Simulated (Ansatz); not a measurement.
Consider the ligand exchange at the Si–C bond: `CC(N)([SiH3])S` + `S[SiH2]S` → `[SiH3]S[SiH2]S` + `CC(N)S`.

Computed with Ansatz on PBE0-D4/def2-TZVP structures; ΔE is electronic, products minus reactants. CBS: MP2 limit from def2 TZ/QZ plus the TZ coupled-cluster correction, frozen cores. DFT in def2-TZVPP. One conformer a species, not always the lowest.

`CC(N)([SiH3])S`:

Cartesian coordinates in Å:
```
C -0.065 -0.753 -1.385
C -0.061 0.199 -0.198
N 1.020 1.134 -0.341
Si 0.127 -0.752 1.432
S -1.764 0.957 -0.184
H -0.858 -1.498 -1.301
H -0.218 -0.200 -2.318
H 0.899 -1.262 -1.448
H 0.941 1.654 -1.209
H 1.046 1.805 0.416
H -0.978 -1.731 1.578
H 0.080 0.234 2.548
H 1.433 -1.465 1.473
H -1.603 1.678 0.938
```

`S[SiH2]S`:

```xyz
7

S    -0.016    1.006   -1.498
Si   -0.342   -0.347    0.123
S     1.513   -1.242    0.653
H    -1.103    1.747   -1.217
H    -0.961    0.407    1.241
H    -1.202   -1.498   -0.242
H     2.112   -0.073    0.941
```

`[SiH3]S[SiH2]S`:

Z-matrix (Å, degrees):
```
Si
S 1 2.138
H 1 1.482 2 106.9
H 1 1.482 2 111.5 3 120.1
H 1 1.488 2 109.7 3 -119.1
Si 2 2.134 1 97.6 3 154.8
S 6 2.137 2 115.0 1 53.8
H 6 1.480 2 105.3 1 171.0
H 6 1.482 2 109.9 1 -68.4
H 7 1.343 6 93.9 2 -89.1
```

`CC(N)S`:

Z-matrix (Å, degrees):
```
C
C 1 1.518
H 1 1.093 2 111.9
H 1 1.093 2 110.5 3 120.8
H 1 1.095 2 109.6 3 -119.6
N 2 1.445 1 115.5 3 177.7
S 2 1.830 1 111.9 3 -62.6
H 2 1.093 1 109.6 3 56.6
H 6 1.012 2 110.6 1 -68.6
H 6 1.014 2 110.5 1 51.4
H 7 1.342 2 96.9 1 35.3
```

Is it downhill or uphill in electronic energy at CCSD(T)/CBS, and by how much? (Best estimate.)

Computed: Downhill: ΔE = -66.3 kJ/mol.

What do these levels give: ωB97X-V, r2SCAN, MP2/def2-TZVPP, HF/def2-QZVPP, HF/CBS(def2), CCSD/CBS(def2)? (Best estimate.)

The calculation gave: ωB97X-V -65.9, r2SCAN -65.4, MP2/def2-TZVPP -65.2, HF/def2-QZVPP -76.5, HF/CBS(def2) -76.5, CCSD/CBS(def2) -67.9 kJ/mol.

Largest T1 diagnostic among the species: 0.012.

In def2-TZVPP, CCSD(T) changes the Hartree–Fock value by +12.7 kJ/mol (the triples alone add +1.6 kJ/mol) and MP2 by +11.0 kJ/mol. From PBE to PBE0 (25 % exact exchange), in def2-TZVPP and without D4, ΔE moves by −4.2 kJ/mol.
